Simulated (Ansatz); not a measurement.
## CH4BClS (SMILES CSBCl): methods side by side

CH4BClS: 8 atoms, total charge 0, spin state singlet. SMILES: `CSBCl`. The coordinates come from a PBE0-D4/def2-TZVP relaxation. This is one conformer, not always the lowest.

Quantity: the vertical energy of the triplet above the singlet, in eV. The values are calculated.

```csv
level,kind,program,value (eV)
HF/cc-pVDZ,Hartree–Fock,Ansatz,4.47
SVWN5/cc-pVDZ,LDA,Ansatz,4.66
PBE/cc-pVDZ,GGA,Ansatz,4.55
revPBE/cc-pVDZ,GGA,Ansatz,4.56
B3LYP/cc-pVDZ,global hybrid,Ansatz,4.74
CAM-B3LYP/cc-pVDZ,range-separated hybrid,Ansatz,4.79
wB97M-V/cc-pVDZ,range-separated hybrid,Ansatz,5.02
MP2/cc-pVDZ,perturbation theory,Ansatz,5.11
```

The values span 4.47 to 5.11 eV.
